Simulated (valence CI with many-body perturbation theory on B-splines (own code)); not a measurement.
Forbidden lines of W III

Level of theory: valence CI with perturbative core correlation (CI+MBPT): four valence electrons over a frozen Dirac-Fock core [Xe] 4f14, a basis of 9 s, 9 p, 10 d, 8 f, 5 g, 3 h, 1 i functions for each j, with the one-electron correlation potential Σ1, the two-electron term Σ2, the three-electron term Σ3, Breit, model QED; selected CI, second order for the rest, scaled by the run's own slope (own B-spline code, finite nucleus).

Against 9 measured levels this calculation errs by 381 cm⁻¹ on average and by 1000 at most. These come from a selection out of NIST levels as listed in McCann et al., Mon. Not. R. Astron. Soc. 538, 537 (2025). Levels without a partner in it may be off by more, other configurations by 1,000 to 8,000 cm⁻¹. Among the levels kept, up to 420 cm⁻¹ of a level comes from second order outside the variational space, and about a tenth of that is noise between levels of different J, which matters for small intervals. Only levels of the ground parity were solved; by the run's estimate the other parity begins above the list, which can be wrong where configurations are misplaced.

Lines 1 to 50 of 99 in falling wavelength, among levels below 6.058 eV, chosen from the decays that carry over 1 % of a level's rate. Wavelengths and rates use the calculated energies, so an error of 400 cm⁻¹ moves a line at 16120 Å by 6.4 % and its rate by three times that or more. Electric multipoles are in the length gauge, E1 and E2 with the static RPA response of the core. Weak lines are less certain than strong ones. Lines between different terms over intervals too small for the method are left out, as are lines whose strength nearly cancels and 10 of this kind that miss the measured wavelength by over 7 %. Where a level lies close to another of its J and parity, the split of strength between their lines is uncertain. Branching is blank where the lifetime is uncertain.

Names give the largest LS component (configuration and term), which can be under half, so a name can repeat, a term be missing and a line seem to break the LS rules; names also repeat where a configuration has a term twice. Letters in brackets count levels of one name in rising energy.

| λ vac (Å) | λ from measured levels | Upper | Lower | Type | A (s⁻¹) | Branch % |
| --- | --- | --- | --- | --- | --- | --- |
| 70110 | 68560 | 5d3 6s 5F_2 | 5d3 6s 5F_1 | M1 | 1.18e-01 |  |
| 67940 | 70980 | 5d4 5D_4 | 5d4 5D_3 | M1 | 7.77e-02 | 100.0 |
| 61810 |  | 5d4 3H_6 | 5d4 3H_5 | M1 | 6.22e-02 | 99.7 |
| 57890 |  | 5d3 6s 5F_5 | 5d3 6s 5F_4 [b] | M1 | 4.16e-02 | 5.0 |
| 54920 | 55050 | 5d4 5D_3 | 5d4 5D_2 | M1 | 2.57e-01 | 100.0 |
| 48290 |  | 5d3 6s 5F_4 [a] | 5d3 6s 5F_3 | M1 | 1.35e-01 |  |
| 47430 | 44320 | 5d4 5D_1 | 5d4 5D_0 | M1 | 3.98e-01 | 100.0 |
| 46840 | 45350 | 5d4 5D_2 | 5d4 5D_1 | M1 | 4.80e-01 | 100.0 |
| 40780 |  | 5d3 6s 5F_5 | 5d3 6s 5F_4 [a] | M1 | 2.88e-01 | 34.3 |
| 38400 |  | 5d3 6s 5F_3 | 5d3 6s 5F_2 | M1 | 9.04e-01 | 73.9 |
| 35770 |  | 5d3 6s 5F_4 [b] | 5d3 6s 5F_3 | M1 | 7.40e-01 |  |
| 33850 |  | 5d4 3G_5 | 5d4 3G_4 | M1 | 2.73e-01 | 8.1 |
| 33630 |  | 5d4 3H_5 | 5d4 3H_4 | M1 | 4.98e-01 | 65.1 |
| 31420 | 33590 | 5d4 3P_1 | 5d4 3P_0 | M1 | 5.44e-01 |  |
| 25860 |  | 5d4 3P_2 [a] | 5d4 3P_1 | M1 | 9.07e-01 | 23.4 |
| 24960 |  | 5d4 3G_4 | 5d4 3H_5 | M1 | 1.87e-01 | 6.4 |
| 23100 |  | 5d3 6s 5F_4 [a] | 5d4 3H_4 | M1 | 8.69e-01 |  |
| 21300 |  | 5d4 3D_3 | 5d3 6s 5F_4 [a] | M1 | 8.40e-02 | 1.1 |
| 21180 |  | 5d4 3G_4 | 5d3 6s 5F_3 | M1 | 2.78e-01 | 9.5 |
| 20490 |  | 5d4 3G_5 | 5d3 6s 5F_4 [b] | M1 | 1.21e+00 | 36.1 |
| 20260 |  | 5d4 3F_3 [a] | 5d4 3G_3 | M1 | 9.45e-01 | 21.9 |
| 19790 |  | 5d3 6s 5F_4 [b] | 5d4 3H_4 | M1 | 7.54e-01 |  |
| 18720 |  | 5d4 3G_5 | 5d4 3H_6 | M1 | 4.24e-01 | 12.6 |
| 18140 |  | 5d4 3G_4 | 5d4 3G_3 | M1 | 1.28e-01 | 4.4 |
| 17960 |  | 5d4 3D_3 | 5d4 3P_2 [a] | M1 | 4.22e-01 | 5.3 |
| 17840 |  | 5d4 3G_5 | 5d3 6s 5F_4 [a] | M1 | 1.21e-01 | 3.6 |
| 17670 |  | 5d4 3F_3 [a] | 5d4 3F_2 [a] | M1 | 1.94e+00 | 45.0 |
| 16160 |  | 5d4 1D_2 | 5d4 3G_3 | M1 | 5.65e-01 | 12.2 |
| 16120 | 16630 | 5d4 3H_4 | 5d4 5D_4 | M1 | 1.44e+00 | 77.2 |
| 14490 |  | 5d3 6s 5P_2 [a] | 5d4 3P_2 [a] | M1 | 6.86e-02 | 1.2 |
| 14470 |  | 5d4 1D_2 | 5d4 3F_2 [a] | M1 | 1.03e+00 | 22.3 |
| 14370 |  | 5d4 3G_5 | 5d4 3H_5 | M1 | 5.47e-01 | 16.2 |
| 14330 |  | 5d4 3G_4 | 5d4 3H_4 | M1 | 3.79e-01 | 13.0 |
| 13230 |  | 5d4 3D_3 | 5d4 3G_3 | M1 | 9.13e-01 | 11.5 |
| 13030 |  | 5d4 3G_3 | 5d4 5D_4 | M1 | 2.09e-01 |  |
| 13030 | 13470 | 5d4 3H_4 | 5d4 5D_3 | M1 | 4.25e-01 | 22.8 |
| 12500 |  | 5d4 1D_2 | 5d3 6s 5F_2 | M1 | 3.94e-01 | 8.5 |
| 12440 | 13080 | 5d4 3P_0 | 5d4 5D_1 | M1 | 9.64e+00 | 100.0 |
| 12400 |  | 5d4 1D_2 | 5d4 3P_1 | M1 | 7.35e-02 | 1.6 |
| 12340 |  | 5d3 6s 5P_2 [a] | 5d3 6s 5F_3 | M1 | 3.87e-01 | 6.7 |
| 12080 |  | 5d4 3D_3 | 5d4 3F_2 [a] | M1 | 3.94e-01 | 5.0 |
| 11820 |  | 5d3 6s 5F_3 | 5d4 5D_4 | M1 | 2.31e-02 | 1.9 |
| 10940 |  | 5d4 3G_3 | 5d4 5D_3 | M1 | 2.36e+00 |  |
| 10890 |  | 5d4 3H_5 | 5d4 5D_4 | M1 | 2.67e-01 | 34.8 |
| 10670 |  | 5d4 3D_3 | 5d3 6s 5F_2 | M1 | 1.80e-01 | 2.3 |
| 10070 |  | 5d3 6s 5F_3 | 5d4 5D_3 | E2 | 4.48e-02 | 3.7 |
| 10070 |  | 5d3 6s 5F_3 | 5d4 5D_3 | M1 | 2.01e-02 | 1.6 |
| 10050 |  | 5d3 6s 5P_1 | 5d4 3F_2 [a] | M1 | 1.96e-01 |  |
| 9763 |  | 5d4 3F_2 [a] | 5d4 5D_2 | M1 | 1.35e+00 |  |
| 9493 |  | 5d3 6s 5F_4 [a] | 5d4 5D_4 | M1 | 8.23e-01 |  |
